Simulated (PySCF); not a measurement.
**Distorted geometries of Ho4N4**

Ho4N4 (singlet in the valence; each metal's 4f electrons, 10 of them, lie in its core potential, out of spins and levels). PySCF 2.14.0, RKS PBE, Ho lcecp-1-SVP with ECP56, N def2-SVP; non-relativistic Hamiltonian with scalar-relativistic core potentials where named; density fitting; no spin-orbit coupling. Relaxed geometry:

```xyz
8

Ho    1.1281    1.1281    1.1281
Ho    1.1281   -1.1281   -1.1281
Ho   -1.1281    1.1281   -1.1281
Ho   -1.1281   -1.1281    1.1281
N     1.0355    1.0355   -1.0355
N     1.0355   -1.0355    1.0355
N    -1.0355    1.0355    1.0355
N    -1.0355   -1.0355   -1.0355
```

Question: Order these distorted geometries by energy above the relaxed one, lowest first.
A.
```xyz
8

Ho    1.2062    1.2879    1.1355
Ho    1.0638   -1.0786   -1.3274
Ho   -1.1849    1.0473   -1.0847
Ho   -1.1401   -1.0339    0.9723
N     1.0665    1.0609   -0.9694
N     1.1042   -1.0102    1.1139
N    -1.0762    0.8591    1.1135
N    -1.0395   -1.1325   -0.9537
```
B.
```xyz
8

Ho    1.1129    1.0903    1.0860
Ho    1.1011   -1.1359   -1.1148
Ho   -1.1228    1.1119   -1.1151
Ho   -1.1327   -1.0566    1.1445
N     1.1035    0.9797   -1.0189
N     1.0152   -0.9930    1.0043
N    -1.0289    1.0459    1.0157
N    -1.0483   -1.0423   -1.0018
```
C.
```xyz
8

Ho    1.1275    1.1761    1.1396
Ho    1.1525   -1.1574   -1.1136
Ho   -1.1430    1.1318   -1.1357
Ho   -1.1270   -1.1381    1.1328
N     1.0200    1.0228   -1.0449
N     1.0487   -1.0393    1.0049
N    -1.0471    1.0258    1.0431
N    -1.0316   -1.0218   -1.0261
```

Answer: C (0.06 eV), B (0.18 eV), A (2.29 eV).

Question: Which forces (eV/Å) act in the one that lies 0.06 eV up?

Answer: 
```
Ho  -0.48 -0.87 -0.69
Ho  -0.38  0.52 -0.13
Ho   0.29 -0.28  0.21
Ho   0.23  0.20 -0.17
N    0.13  0.16  0.28
N   -0.01  0.34  0.53
N    0.23  0.14  0.00
N    0.00 -0.21 -0.03
```
Forces carry noise of the integration grid, about 0.01 to 0.03 eV/Å.

An lcecp potential fixes the number of 4f electrons, so in runs with it no electron can move into or out of that shell.
